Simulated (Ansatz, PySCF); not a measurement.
Ansatz (a first-principles code) was given this input:
Ansatz 0.2 input:
```yaml
crystal:
  periodic: [false, false, false]
  atoms:
    - {symbol: Tl, position_ang: [-0.00000000, -0.00000000, -0.47641043]}
    - {symbol: Cl, position_ang: [0.00000000, 0.00000000, 2.26995558]}
basis:
  gaussian:
    orbitals: def2-TZVP
hamiltonian:
  xc: pbe
total_charge: -1
magnetization: {spin_polarized: true, initial_magnetization: 1}
accuracy: high
```

Q: Convert this to an input for PySCF.

A: This is not unique; one that fits is 
```python
from pyscf import gto, scf, dft

mol = gto.M(
    atom='''
Tl   -0.000000   -0.000000   -0.476410
Cl    0.000000    0.000000    2.269956
''',
    basis='def2-tzvp',
    ecp={'Tl': 'def2-tzvp'},
    charge=-1,
    spin=1,
    verbose=4,
)

mf = dft.UKS(mol)
mf.xc = 'pbe'
mf.grids.atom_grid = (99, 590)
mf.grids.prune = None
mf.kernel()
```

Both were run: Ansatz gave -632.668458 Eh and PySCF -632.668459 Eh, 0.001 mEh apart.
